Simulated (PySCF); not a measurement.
CH5ClFNOSi, SMILES CO[Si](N)(F)Cl.

Geometry optimised at B3LYP-D3(BJ)/def2-SVP. This is a generated structure with no PubChem entry under its InChIKey; it may be hypothetical. Other conformers were not sampled.

Calculation: TDDFT-PBE/def2-SVPD run with PySCF.

Vertical excitations. Gas-phase values at a fixed geometry.

| state | energy (eV) | λ (nm) | f | main pairs |
|---|---|---|---|---|
| S1 | 6.29 | 197 | 0.024 | HOMO→LUMO 99 % |
| S2 | 6.57 | 189 | 0.006 | HOMO−1→LUMO 99 % |
| S3 | 7.08 | 175 | 0.011 | HOMO−2→LUMO 99 % |
| S4 | 7.29 | 170 | 0.012 | HOMO→LUMO+2 87 % |
| S5 | 7.30 | 170 | 0.001 | HOMO→LUMO+1 87 % |
| S6 | 7.49 | 166 | 0.036 | HOMO−3→LUMO 96 % |
| S7 | 7.64 | 162 | 0.004 | HOMO→LUMO+3 45 %, HOMO−1→LUMO+1 35 %, HOMO−4→LUMO 14 % |
| S8 | 7.67 | 162 | 0.018 | HOMO−1→LUMO+1 54 %, HOMO→LUMO+3 33 % |
| S9 | 7.68 | 161 | 0.023 | HOMO−4→LUMO 74 %, HOMO→LUMO+3 20 % |
| S10 | 7.74 | 160 | 0.044 | HOMO−1→LUMO+2 85 % |
| T1 | 6.00 | 206 | 0 | HOMO→LUMO 99 % |
| T2 | 6.45 | 192 | 0 | HOMO−1→LUMO 99 % |
| T3 | 6.97 | 178 | 0 | HOMO−2→LUMO 99 % |
| T4 | 7.14 | 174 | 0 | HOMO→LUMO+2 95 % |
Triplets are in the Tamm–Dancoff approximation, which puts them higher than full response would, so one can lie above its singlet here.
